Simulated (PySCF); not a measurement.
Molecule: `C1=CC=C(C#N)[SiH2]1`, C5H5NSi.

Bonds (- single, = double, # triple, : aromatic): N1#C2 1.162 Å, C2-C3 1.414 Å, C3=C4 1.359 Å, C4-C5 1.471 Å, C5=C6 1.351 Å, C6-Si7 1.873 Å, Si7-C3 1.891 Å. C4 carries H8; C5 carries H9; C6 carries H10; Si7 carries H11, H12.

Geometry PBE0-D3(BJ)/def2-SVP throughout; GIAO in PySCF 2.14.0 with density-fitted response routines, gas phase, one conformer, non-relativistic; equivalent atoms averaged; functional PBE0.

Problem. How do the absolute shieldings σ depend on the basis set? (a selection of nuclei; ppm; last column core-seconds on 1 thread of an Arm Neoverse V2, shared host)

Solution. 
| basis set | functions | N1 | C5 | C6 | C2 | C3 | Si7 | H9 | H10 | H11/H12 | core-s |
| --- | --- | --- | --- | --- | --- | --- | --- | --- | --- | --- | --- |
| pcSseg-0 | 77 | -77.0 | 32.5 | 48.1 | 60.0 | 71.1 | 393.5 | 25.67 | 26.17 | 27.48 | 6.4 |
| 6-31G* | 112 | -27.9 | 50.9 | 67.0 | 86.7 | 85.5 | 428.5 | 24.87 | 25.73 | 27.01 | 11 |
| cc-pVDZ | 127 | -33.7 | 48.0 | 63.4 | 84.4 | 81.4 | 450.0 | 24.08 | 24.84 | 26.59 | 13 |
| def2-SVP | 127 | -39.8 | 45.6 | 60.3 | 82.5 | 80.3 | 439.3 | 24.28 | 24.93 | 26.62 | 11 |
| aug-cc-pVDZ | 210 | -30.4 | 47.4 | 61.8 | 80.2 | 81.4 | 449.2 | 23.81 | 24.67 | 26.55 | 25 |
| 6-311+G(2d,p) | 227 | -56.6 | 31.8 | 48.6 | 65.7 | 69.3 | 379.4 | 24.04 | 24.90 | 26.56 | 28 |
| def2-TZVP | 253 | -59.3 | 30.1 | 47.4 | 65.5 | 67.6 | 367.0 | 24.02 | 24.82 | 26.54 | 35 |
| cc-pVTZ | 284 | -57.6 | 31.9 | 49.0 | 67.0 | 69.3 | 389.1 | 23.85 | 24.64 | 26.53 | 41 |
| IGLO-III | 304 | -66.3 | 24.1 | 40.6 | 60.6 | 61.8 | 382.4 | 23.93 | 24.75 | 26.53 | 44 |
| pcSseg-2 | 329 | -69.4 | 23.0 | 40.0 | 59.7 | 61.4 | 377.0 | 23.73 | 24.57 | 26.49 | 55 |

Problem. Which nucleus among those listed moves most, in ppm?

Solution. Si7 (silicon bonded to 2 C, 2 H, in a 5-membered ring): from 367.0 ppm with def2-TZVP to 450.0 ppm with cc-pVDZ. The smallest spread is 1.00 ppm, at H11/H12. Proton shifts span only some 12 ppm, so a few tenths of a ppm matter as much there as several ppm in carbon.

Problem. Taking the largest basis, pcSseg-2 (329 functions), as the yardstick, rank the others by their worst heavy-atom deviation.

Solution. IGLO-III 5.4 ppm (304 functions), def2-TZVP 10.1 ppm (253 functions), cc-pVTZ 12.1 ppm (284 functions), 6-311+G(2d,p) 12.8 ppm (227 functions), pcSseg-0 16.5 ppm (77 functions), 6-31G* 51.5 ppm (112 functions), def2-SVP 62.2 ppm (127 functions), aug-cc-pVDZ 72.2 ppm (210 functions), cc-pVDZ 72.9 ppm (127 functions).

A small basis that lands close on one nucleus may do so by chance; judge by the trend and by all nuclei.
